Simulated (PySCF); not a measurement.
Stepwise substitution at one centre (Ga Br-SiH3). Gas-phase values, no solvent. Strings in code marks are SMILES.

The S1–T1 gap (TDA) from two functionals at the same geometries (B3LYP-D3(BJ)/def2-TZVP), both in PySCF: PBE-D3(BJ)/def2-TZVP and B3LYP-D3(BJ)/def2-TZVP. B3LYP has the VWN-RPA correlation part, as in Gaussian. Excitations are Tamm–Dancoff values on a coarser integration grid. The basis has no diffuse functions, so Rydberg states are missing or too high.

| species | B3LYP-D3(BJ)/def2-TZVP (eV) |
|---|---|
| 0 of 3 Br replaced by SiH3 (`[Br][Ga]([Br])[Br]`) | 0.33 |
| 1 of 3 Br replaced by SiH3 (`[SiH3][Ga]([Br])[Br]`) | 0.44 |
| 2 of 3 Br replaced by SiH3 | 0.44 |
| 3 of 3 Br replaced by SiH3 (`[SiH3][Ga]([SiH3])[SiH3]`) | 0.51 |

Q: What does PBE-D3(BJ)/def2-TZVP give for each?

A: 
- 0 of 3 Br replaced by SiH3 (`[Br][Ga]([Br])[Br]`): 0.30
- 1 of 3 Br replaced by SiH3 (`[SiH3][Ga]([Br])[Br]`): 0.32
- 2 of 3 Br replaced by SiH3: 0.39
- 3 of 3 Br replaced by SiH3 (`[SiH3][Ga]([SiH3])[SiH3]`): 0.51
Over these rows, drawn at random from the members with no instability flagged (it was tested for open shells, ions and some series alone), PBE minus B3LYP-D3(BJ): mean -0.05 eV, from -0.12 eV to -0.01 eV.
